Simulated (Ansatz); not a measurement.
Total energies of Cd4Te2Br4 from Ansatz at PBE-D4/def2-SVP, gas phase (1 Eh = 27.2114 eV = 2625.5 kJ/mol). The reference geometry is relaxed at r2SCAN-D4/def2-SVP.

Cartesian coordinates in Å:
```
Cd 0.289 -1.258 2.176
Cd 0.715 2.140 1.022
Cd -2.395 0.430 0.361
Cd 1.159 -1.110 -2.973
Te -1.140 1.041 2.778
Te 0.265 -0.273 -0.616
Br 1.975 -1.882 -5.113
Br 2.260 3.936 0.419
Br -4.483 0.328 -0.911
Br 1.354 -3.352 2.857
```

```csv
state,geometry,energy (Eh)
charge 0 singlet,reference,-11501.20719
charge -1 doublet,reference,-11501.28706
free Cd atom (singlet),–,-167.74645
free Te atom (triplet),–,-267.96343
free Br atom (doublet),–,-2573.40726
```

In the def2 sets Cd, Te take a core potential; there is no spin–orbit coupling.

(1) Work out the vertical electron affinity, to the doublet.

(2) What is the binding energy per atom against free atoms?

(1) E(charge 0 singlet) − E(charge -1 doublet) = -11501.20719 − (-11501.28706) = 0.07987 Eh = 2.17 eV. The basis lacks diffuse functions, which makes affinities too small.

(2) Atoms: 4 × (-167.74645) + 2 × (-267.96343) + 4 × (-2573.40726) = -11500.54170 Eh. Binding: -11500.54170 − (-11501.20719) = 0.66549 Eh = 18.11 eV, or 1.81 eV for each of 10 atoms (no zero-point energy, no counterpoise term).

The structure comes from a short search, and lower isomers may exist.
